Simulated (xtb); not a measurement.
xtb input (GFN1-xTB):

```bash
xtb mol.xyz --gfn 1 --sp --chrg 0 --uhf 0
```
mol.xyz:
```
4

F      1.07736465    -0.18940377    -0.01041724
Al    -0.55295500     0.09721106     0.00534662
H     -1.49630049    -1.15761885     0.00183090
H     -1.01156631     1.59850897     0.02241813
```

Output:

```
           -------------------------------------------------
          |                Calculation Setup                |
           -------------------------------------------------

           -------------------------------------------------
          |                 G F N 1 - x T B                 |
           -------------------------------------------------

        Reference                      10.1021/acs.jctc.7b00118
      * Hamiltonian:
        H0-scaling (s, p, d)           1.850000    2.250000    2.000000
        zeta-weighting                 0.000000
      * Dispersion:
        s8                             2.400000
        a1                             0.630000
        a2                             5.000000
        s9                             0.000000
      * Repulsion:
        kExp                           1.500000
        rExp                           1.000000
      * Coulomb:
        alpha                          2.000000
        third order                    atomic
        anisotropic                    false
      * Halogen bond correction:
        rad-scale                      1.300000
        damping                        0.440000

          ...................................................
          :                      SETUP                      :
          :.................................................:
          :  # basis functions                  18          :
          :  # atomic orbitals                  17          :
          :  # shells                            9          :
          :  # electrons                        12          :
          :  # halogen bonds                     0          :
          :  max. iterations                   250          :
          :  Hamiltonian                  GFN1-xTB          :
          :  restarted?                      false          :
          :  GBSA solvation                  false          :
          :  PC potential                    false          :
          :  electronic temp.          300.0000000     K    :
          :  accuracy                    1.0000000          :
          :  -> integral cutoff          0.2500000E+02      :
          :  -> integral neglect         0.1000000E-07      :
          :  -> SCF convergence          0.1000000E-05 Eh   :
          :  -> wf. convergence          0.2000000E-04 e    :
          :  Broyden damping             0.4000000          :
          :  net charge                          0          :
          :  unpaired electrons                  0          :
          ...................................................

 iter      E             dE          RMSdq      gap      omega  full diag
   1     -7.5698326 -0.756983E+01  0.485E+00    6.25       0.0  T
   2     -7.5808008 -0.109682E-01  0.234E+00    6.01       1.0  T
   3     -7.5811998 -0.399066E-03  0.606E-01    5.90       1.0  T
   4     -7.5813106 -0.110789E-03  0.779E-02    5.96       1.0  T
   5     -7.5813188 -0.821802E-05  0.598E-02    5.95       1.0  T
   6     -7.5813310 -0.122183E-04  0.200E-04    5.94     250.1  T
   7     -7.5813310 -0.673896E-10  0.454E-05    5.94    1101.0  T
   8     -7.5813310 -0.134026E-11  0.958E-06    5.94    5216.5  T

   *** convergence criteria satisfied after 8 iterations ***

         #    Occupation            Energy/Eh            Energy/eV
      -------------------------------------------------------------
         1        2.0000           -0.8061185             -21.9356
         2        2.0000           -0.5453639             -14.8401
         3        2.0000           -0.5162434             -14.0477
         4        2.0000           -0.5116978             -13.9240
         5        2.0000           -0.4974867             -13.5373
         6        2.0000           -0.4623896             -12.5823 (HOMO)
         7                         -0.2440484              -6.6409 (LUMO)
         8                         -0.1362824              -3.7084
         9                         -0.0928269              -2.5259
        10                         -0.0804003              -2.1878
        11                         -0.0704981              -1.9183
       ...                                ...                  ...
        17                          1.0540657              28.6826
      -------------------------------------------------------------
                  HL-Gap            0.2183412 Eh            5.9414 eV
             Fermi-level           -0.3532190 Eh           -9.6116 eV

 SCC (total)                   0 d,  0 h,  0 min,  0.003 sec
 SCC setup                      ...        0 min,  0.000 sec (  2.401%)
 Dispersion                     ...        0 min,  0.000 sec (  0.963%)
 classical contributions        ...        0 min,  0.000 sec (  0.453%)
 integral evaluation            ...        0 min,  0.001 sec ( 27.358%)
 iterations                     ...        0 min,  0.001 sec ( 31.253%)
 molecular gradient             ...        0 min,  0.001 sec ( 33.629%)
 printout                       ...        0 min,  0.000 sec (  3.612%)

         :::::::::::::::::::::::::::::::::::::::::::::::::::::
         ::                     SUMMARY                     ::
         :::::::::::::::::::::::::::::::::::::::::::::::::::::
         :: total energy              -7.565907797835 Eh    ::
         :: gradient norm              0.021610035316 Eh/a0 ::
         :: HOMO-LUMO gap              5.941367498661 eV    ::
         ::.................................................::
         :: SCC energy                -7.581331046215 Eh    ::
         :: -> electrostatic           0.027786955026 Eh    ::
         :: repulsion energy           0.015856359473 Eh    ::
         :: dispersion energy         -0.000433111093 Eh    ::
         :: halogen bond corr.         0.000000000000 Eh    ::
         :: add. restraining           0.000000000000 Eh    ::
         :: total charge               0.000000000000 e     ::
         :::::::::::::::::::::::::::::::::::::::::::::::::::::

           -------------------------------------------------
          |                Property Printout                |
           -------------------------------------------------

    * Orbital Energies and Occupations

         #    Occupation            Energy/Eh            Energy/eV
      -------------------------------------------------------------
         1        2.0000           -0.8061185             -21.9356
         2        2.0000           -0.5453639             -14.8401
         3        2.0000           -0.5162434             -14.0477
         4        2.0000           -0.5116978             -13.9240
         5        2.0000           -0.4974867             -13.5373
         6        2.0000           -0.4623896             -12.5823 (HOMO)
         7                         -0.2440484              -6.6409 (LUMO)
         8                         -0.1362824              -3.7084
         9                         -0.0928269              -2.5259
        10                         -0.0804003              -2.1878
        11                         -0.0704981              -1.9183
        12                         -0.0594157              -1.6168
        13                         -0.0407289              -1.1083
        14                         -0.0398622              -1.0847
        15                          0.0665371               1.8106
        16                          0.6214835              16.9114
        17                          1.0540657              28.6826
      -------------------------------------------------------------
                  HL-Gap            0.2183412 Eh            5.9414 eV
             Fermi-level           -0.3532190 Eh           -9.6116 eV

  Mulliken/CM5 charges         n(s)   n(p)   n(d)
Note: The following floating-point exceptions are signalling: IEEE_DENORMAL
normal termination of xtb
     1F    -0.34351 -0.32967   1.770  5.573  0.000
     2Al    0.51976  0.35182   1.210  1.026  0.244
     3H    -0.08813 -0.01107   1.088  0.000  0.000
     4H    -0.08813 -0.01107   1.088  0.000  0.000

Wiberg/Mayer (AO) data.
largest (>0.10) Wiberg bond orders for each atom

 ---------------------------------------------------------------------------
     #   Z sym  total        # sym  WBO       # sym  WBO       # sym  WBO
 ---------------------------------------------------------------------------
     1   9 F    1.160 --     2 Al   1.106
     2  13 Al   2.861 --     1 F    1.106     3 H    0.877     4 H    0.877
     3   1 H    0.994 --     2 Al   0.877
     4   1 H    0.994 --     2 Al   0.877
 ---------------------------------------------------------------------------

Topologies differ in total number of bonds
Writing topology from bond orders to xtbtopo.mol

 dipole moment from electron density (au)
     X       Y       Z
  -0.7340   0.1290   0.0071  total (Debye):    1.894

           -------------------------------------------------
          | TOTAL ENERGY               -7.565907797835 Eh   |
          | GRADIENT NORM               0.021610035316 Eh/α |
          | HOMO-LUMO GAP               5.941367498661 eV   |
           -------------------------------------------------

------------------------------------------------------------------------
------------------------------------------------------------------------
 total:
 SCF:
```
